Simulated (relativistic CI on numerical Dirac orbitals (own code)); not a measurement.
## How well does a small relativistic CI reproduce K⁺?

Computed by Dirac-Coulomb-Breit CI, separate exchange-only KLI orbitals for each configuration, QED by a radiative potential, valence Slater integrals scaled by 0.85, configuration energies shifted to the measured levels that pair with them (semi-empirical) (own radial code, finite nucleus).

CI space (outside the closed core [Ne]): 3s2 3p6, 3s2 3p5 4s, 3s2 3p5 3d, 3s2 3p4 3d2, 3s2 3p5 4p, 3s 3p6 3d, 3s2 3p5 5s, 3s2 3p5 4d, 3s2 3p5 5p, 3s2 3p5 4f, 3s2 3p5 5d, 3s2 3p5 5f, 3s2 3p5 5g. Levels of other configurations are missing.

```tsv
Configuration	Term (tabulated)	J	Measured (cm⁻¹)	Computed	Error	Purity (%)
3s2 3p6	1S	0	0.0	0	0	97
3s2 3p5 4s	3P°	2	162507.0	162187	-320	80
3s2 3p5 3d	3P°	0	163436.3	162901	-536	74
3s2 3p5 3d	3P°	2	164932.3	165165	233	78
3s2 3p5 4s	3P°	0	165149.5	165650	501	75
3s2 3p5 4s	1P°	1	166461.5	166607	146	73
```

Measured levels from NIST Handbook of Basic Atomic Spectroscopic Data (Sansonetti and Martin, J. Phys. Chem. Ref. Data 34, 1559 (2005)); pairs were made by configuration, J and term (by order where the table uses no LS term), so strongly mixed levels may be paired wrongly.

Mean error by configuration (cm⁻¹): 3s2 3p5 4s 109; 3s2 3p5 3d -152. Over the excited levels the mean absolute error is 347 cm⁻¹ (5 of the 7 excited levels that our extract of the source holds in range could be paired, and the others can miss by more), and the median relative error of those above 1,000 cm⁻¹ is 0.2 %, both after the shifts were fitted to these levels, so that a configuration with one level shows no error.

Configurations whose levels could be paired with our table of measured levels were shifted onto them, all but the ground configuration, by the median error of their levels; single terms can still be off by 1,000 to 2,000 cm⁻¹ or more, and rates follow the energies as ν³ (E1, M1) or ν⁵ (E2). The others borrow a shift and can be off by several thousand cm⁻¹ or more. The fine structure of a lone outer electron comes out too small, for d and f at times inverted, and misplaced configurations move strength between like terms. 5 of the 7 excited levels that our extract of the measured tables holds in this range could be paired (the sources list more); they are missed by 347 cm⁻¹ on average and 536 at most, after the shifts were fitted to these levels, and levels without a partner can miss by more.

Shifts applied (cm⁻¹): 3s2 3p6 0; 3s2 3p5 4s -13588; 3s2 3p5 3d -13988.
